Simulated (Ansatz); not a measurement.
```yaml
crystal:
  periodic: [false, false, false]
  atoms:
    - {symbol: O, position_ang: [-3.343360, -1.594091, 2.442985]}
    - {symbol: C, position_ang: [-1.751806, 0.174162, 1.289255]}
    - {symbol: Cl, position_ang: [-0.370593, 2.213932, 3.561061]}
    - {symbol: C, position_ang: [0.301911, -1.285801, -0.254679]}
    - {symbol: Si, position_ang: [2.616598, 0.882785, -1.842444]}
    - {symbol: H, position_ang: [-4.726167, -0.628214, 3.120528]}
    - {symbol: H, position_ang: [-2.903978, 1.446864, -0.109504]}
    - {symbol: H, position_ang: [-0.635064, -2.441270, -1.720068]}
    - {symbol: H, position_ang: [1.253723, -2.590631, 1.017673]}
    - {symbol: H, position_ang: [4.559184, 1.779989, -0.221451]}
    - {symbol: H, position_ang: [1.342865, 3.013245, -3.202681]}
    - {symbol: H, position_ang: [3.867848, -0.754375, -3.845843]}
basis:
  gaussian: {orbitals: STO-3G}
hamiltonian: {xc: {name: B2GP-PLYP}}
accuracy: high
```

```sh
$ ansatz run in.yaml --threads 4 --pin off --events-out ev --progress --plain --max-ram 10444MiB
```

Output, abridged:

```
Functional definition: B2GP-PLYP
665 factors; integrals over basis functions are off by at most 3.0e-8 eV
mean field evaluation 1: about -24231.3802 eV, gradient 6.5e1 eV
mean field evaluation 2: about -24231.3771 eV, gradient 6.5e1 eV
mean field evaluation 4: about -24174.5035 eV, gradient 5.2e1 eV
mean field evaluation 8: about -24244.7990 eV, gradient 5.4e1 eV
mean field evaluation 16: about -24270.3649 eV, gradient 1.7e-1 eV
mean field evaluation 32: about -24270.3441 eV, gradient 1.1e-1 eV
mean field evaluation 64: about -24270.2522 eV, gradient 2.5e0 eV
mean field evaluation 128: about -24270.3621 eV, gradient 1.6e0 eV
mean field evaluation 160: about -24270.2992 eV, gradient 9.9e-2 eV
mean field -24270.35539203 eV, -891.9191096192 hartree, gradient 4.2e-8 eV, S^2 0.000000; 6 other end points of the search recorded, 0 dependent functions left out; unrestricted orbitals would lower it
13 core orbitals not correlated: weight in the atoms' cores, before any rotation towards them, 1.000 or more for the frozen orbitals, at most 0.000 for the correlated occupied ones
reference -24270.35542234 eV, -891.9191107332 hartree; 16, 16 occupied and 11, 11 virtual orbitals, 665 factors
second order -33.46794297 eV of doubles, -0.00000000 eV of singles
Total energy: -24282.40388181 eV, -892.3618834520 hartree
```

Something in this input is off. What?

The coordinates are in bohr but typed as ångström. The calculation finished and met its thresholds. The result belongs to that input, not to the molecule as meant.
